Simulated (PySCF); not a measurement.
State search for NaBr

Unrestricted PBE0; basis Na cc-pVTZ, Br cc-pVTZ-PP with ECP10; scalar-relativistic core potentials; PySCF 2.14. Outer shells of the fragments: Na 3s1; Br 3d10 4s2 4p5.

Followed along the bond (rough minima from three points):

```csv
2Ms+1,unpaired,⟨S²⟩ at the start,R at minimum (Å),Te (eV)
1,none,0.00,2.52,0.00
3,"σ ↑, π ↑",2.00,none in the scan,≤ 3.74
```

Solutions found at the starting distance of 2.690 Å, counted from the lowest of them; the search is not exhaustive and high or unbound solutions are not listed, so other states can lie among these:

```
2Ms+1  unpaired   term  E (eV)  ⟨S²⟩  ⟨Lz²⟩  μ (D)
    1      none    ¹Σ⁺    0.00  0.00   0.00  -9.50
    3  σ ↑, π ↑     ³Π    3.80  2.00   1.01   2.64
    1  σ ↓, π ↑  mixed    3.83  1.00   1.01   2.82
    3      σ ↑↑    ³Σ⁺    4.13  2.00   0.00   2.54
    3      π ↑↑  mixed    5.34  2.00   2.01   1.29
    3      π ↑↑  mixed    5.43  2.00   2.01   1.66
```

A term symbol is given only where ⟨S²⟩ and ⟨Lz²⟩ are close to those of a pure state; real π, δ and φ orbitals otherwise mix terms. A positive dipole means Na(−)Br(+).

The measured ground state is X ¹Σ+ (Huber and Herzberg, Constants of Diatomic Molecules (1979)).

Counting both spins, an empty level lies below a filled one in some of these solutions, because spin and occupation are held.
